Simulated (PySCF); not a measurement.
Computed shifts of a molecule C3H10O2Si, PBE0/pcSseg-1 (PySCF), GIAO, gas phase, atoms alike by connectivity averaged where their shifts nearly agree, in ppm (number of nuclei): ¹³C: 61.0 (1), 22.0 (1), -0.1 (1). ²⁹Si: -5.5 (1). ¹H: 5.25 (1), 3.88 (2), 1.83 (1), 1.52 (3), 0.45 (3). References: ¹³C against TMS (σ = 186.3 ppm); ¹⁷O against H2O (σ = 334.2 ppm); ²⁹Si against TMS (σ = 352.7 ppm); ¹H against TMS (σ = 31.56 ppm), references at their B3LYP-D3(BJ)/def2-TZVP geometries, non-relativistic. Geometry: PBE0-D3(BJ)/def2-SVP. Other conformers were not sampled.

Problem. Which molecule gave these data?
(A) CCO[Si@@H](C)O
(B) C[C@H](O)[Si@@H](C)O
(C) COCOC[SiH3]
(D) C[C@H](O)[C@@H](O)[SiH3]

Solution. A, CCO[Si@@H](C)O
